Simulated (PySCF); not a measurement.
**A small calculation by hand: dipole moment from atomic charges**

Al(OH) (AlHO), SMILES [Al][OH] (connectivity only; charge and spin as stated), neutral, multiplicity 1. Atoms are numbered in the order given.

```xyz
3

Al     0.0000     0.0000     0.7315
O      0.0000     0.0000    -0.9507
H      0.0000     0.0000    -1.9043
```
Charge 0, spin multiplicity 1.

Geometry: B3LYP-D3(BJ)/def2-TZVPD.

Charges (e) from PBE/def2-TZVPD in PySCF:

| atom | ESP fit | IAO |
|---|---|---|
| Al1 | 0.086 | 0.420 |
| O2 | -0.367 | -0.785 |
| H3 | 0.281 | 0.365 |

The dipole moment of the full density is 0.88 D.

**Question.** What dipole moment does each set of point charges give, and which comes closer to that of the density?

**Answer.** 
μ = Σ q r, and 1 e Å = 4.8032 D.
ESP fit: Σ q r = (0.000, 0.000, -0.123) e Å, |μ| = 0.59 D.
IAO: Σ q r = (0.000, 0.000, 0.358) e Å, |μ| = 1.72 D.
ESP fit comes closer in size. Point charges leave out the atoms' own dipoles (lone pairs, polarised bonds); fits to the potential absorb them, partitions of the density don't.
